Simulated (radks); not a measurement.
Task: Mn2+, configuration [Ar] 3d5 (the NIST ground configuration). Calculated with a radial shooting solver on a logarithmic mesh with Libxc functionals: scalar-relativistic Kohn-Sham, HCTH/407, spin-unpolarised, spherical densities, finite nucleus; Fermi nuclear charge, rms radius 3.7057 fm. Some entries of the table are withheld. Estimate them.

orbital,occ.,eigenvalue (eV),<1/r> (bohr^-1)
1s,2,-6444.229,24.91
2s,2,-763.2578,5.309
2p,6,-650.3281,5.208
3s,2,-104.3906,1.659
3p,6,-73.1208,1.523
3d,5,-24.7315,1.171
4s,0,-19.5266,0.4971
4p,0,(1),(2)

Result: 
(1) 4p eigenvalue (eV): -14.0717
(2) 4p <1/r> (bohr^-1): 0.4180
